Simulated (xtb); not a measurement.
C$_{5}$H$_{11}$O$_{2}$, charge +1, singlet, from a rough starting geometry; GFN2-xTB in xtb.

The xtb input:
```
$ xtb mol.xyz --gfn 2 --chrg 1 --opt vtight --json

# file mol.xyz
18

C     -0.77745605    -0.21588736    -1.41622122
C     -0.23433614    -0.01646952     0.07406611
C     -1.02230381     0.94555852     0.82540107
C     -0.33720263    -1.41696286     0.77787407
C      1.19274333     0.35845105    -0.09433898
O      1.56085450     1.44293705     0.42590698
O      1.89289026    -0.47444105    -0.70583513
H     -0.40707574    -0.96667150    -1.97405348
H     -1.86797115    -0.52129683    -1.30954444
H     -0.79857072     0.84867076    -1.86367711
H     -2.08574556     0.71233441     0.93422590
H     -0.99434376     1.98020355     0.33757007
H     -0.70328780     1.06015226     1.88802144
H      0.13210075    -1.39027747     1.71250047
H     -1.31838648    -1.75206417     0.86482748
H      0.23376432    -2.18326411     0.19245917
H      2.47393646     1.66801369     0.33818772
H      2.86979496    -0.19095389    -0.91092232
```

The log (banner, timings and long lists left out):

```
   ID    Z sym.   atoms
    1    6 C      1-5
    2    8 O      6, 7
    3    1 H      8-18

           -------------------------------------------------
          |                Calculation Setup                |
           -------------------------------------------------

           -------------------------------------------------
          |                 G F N 2 - x T B                 |
           -------------------------------------------------

          ...................................................
          :                      SETUP                      :
          :.................................................:
          :  # basis functions                  39          :
          :  # atomic orbitals                  39          :
          :  # shells                           25          :
          :  # electrons                        42          :
          :  max. iterations                   250          :
          :  Hamiltonian                  GFN2-xTB          :
          :  restarted?                      false          :
          :  GBSA solvation                  false          :
          :  PC potential                    false          :
          :  electronic temp.          300.0000000     K    :
          :  accuracy                    1.0000000          :
          :  -> integral cutoff          0.2500000E+02      :
          :  -> integral neglect         0.1000000E-07      :
          :  -> SCF convergence          0.1000000E-05 Eh   :
          :  -> wf. convergence          0.1000000E-03 e    :
          :  Broyden damping             0.4000000          :
          :  net charge                          1          :
          :  unpaired electrons                  0          :
          ...................................................

 iter      E             dE          RMSdq      gap      omega  full diag
   1    -24.2218169 -0.242218E+02  0.332E+00    6.56       0.0  T
   2    -24.2715226 -0.497057E-01  0.203E+00    4.09       1.0  T
   3    -24.2771113 -0.558869E-02  0.110E+00    3.65       1.0  T
   4    -24.2785830 -0.147164E-02  0.279E-01    2.88       1.0  T
   5    -24.2789089 -0.325973E-03  0.989E-02    3.26       1.0  T
   6    -24.2790822 -0.173301E-03  0.359E-02    3.16       1.0  T
   7    -24.2790869 -0.468169E-05  0.142E-02    3.18       1.7  T
   8    -24.2790876 -0.670049E-06  0.413E-03    3.18       5.7  T
   9    -24.2790876 -0.534605E-07  0.201E-03    3.18      11.7  T
[...]
 * total energy  :   -24.0141139 Eh     change       -0.1588755E-04 Eh
 * total energy  :   -24.0141299 Eh     change       -0.1594784E-04 Eh
 * total energy  :   -24.0141395 Eh     change       -0.9591510E-05 Eh
 * total energy  :   -24.0141486 Eh     change       -0.9128208E-05 Eh
 * total energy  :   -24.0141490 Eh     change       -0.4541007E-06 Eh
 * total energy  :   -24.0141529 Eh     change       -0.3869010E-05 Eh
 * total energy  :   -24.0141544 Eh     change       -0.1478886E-05 Eh
 * total energy  :   -24.0141551 Eh     change       -0.6842605E-06 Eh
 * total energy  :   -24.0141556 Eh     change       -0.5094280E-06 Eh
 * total energy  :   -24.0141559 Eh     change       -0.2927117E-06 Eh
 * total energy  :   -24.0141561 Eh     change       -0.1837199E-06 Eh
 * total energy  :   -24.0141561 Eh     change       -0.6365800E-07 Eh
   *** GEOMETRY OPTIMIZATION CONVERGED AFTER 39 ITERATIONS ***
         :: total energy             -24.014156123654 Eh    ::
[...]

 ---------------------------------------------------------------------------
     #   Z sym  total        # sym  WBO       # sym  WBO       # sym  WBO
 ---------------------------------------------------------------------------
     1   6 C    3.969 --    10 H    0.982     8 H    0.982     9 H    0.956
                             2 C    0.901
     2   6 C    3.947 --     5 C    0.991     3 C    0.981     4 C    0.981
                             1 C    0.901
     3   6 C    3.975 --     2 C    0.981    13 H    0.981    12 H    0.980
                            11 H    0.976
     4   6 C    3.975 --     2 C    0.981    14 H    0.981    16 H    0.980
                            15 H    0.976
     5   6 C    3.841 --     6 O    1.353     7 O    1.353     2 C    0.991
     6   8 O    2.385 --     5 C    1.353    17 H    0.823     7 O    0.138
     7   8 O    2.385 --     5 C    1.353    18 H    0.823     6 O    0.138
     8   1 H    0.994 --     1 C    0.982
     9   1 H    0.987 --     1 C    0.956
    10   1 H    0.994 --     1 C    0.982
    11   1 H    0.991 --     3 C    0.976
    12   1 H    0.994 --     3 C    0.980
    13   1 H    0.995 --     3 C    0.981
    14   1 H    0.995 --     4 C    0.981
    15   1 H    0.991 --     4 C    0.976
    16   1 H    0.994 --     4 C    0.980
    17   1 H    0.860 --     6 O    0.823
    18   1 H    0.860 --     7 O    0.823
 ---------------------------------------------------------------------------

Topologies differ in total number of bonds
Writing topology from bond orders to xtbtopo.mol

molecular dipole:
                 x           y           z       tot (Debye)
 q only:        2.104       0.620      -0.424
   full:        2.684       0.793      -0.541       7.244
molecular quadrupole (traceless):
                xx          xy          yy          xz          yz          zz
 q only:       13.587       6.018      -5.282      -3.207      -0.750      -8.305
  q+dip:       17.445       8.103      -8.096      -3.907      -1.193      -9.350
   full:       16.923       7.953      -8.195      -3.689      -1.203      -8.728

optimized geometry written to: xtbopt.xyz

           -------------------------------------------------
          | TOTAL ENERGY              -24.014156123654 Eh   |
          | GRADIENT NORM               0.000083477438 Eh/α |
          | HOMO-LUMO GAP               3.200831048593 eV   |
           -------------------------------------------------

normal termination of xtb
```
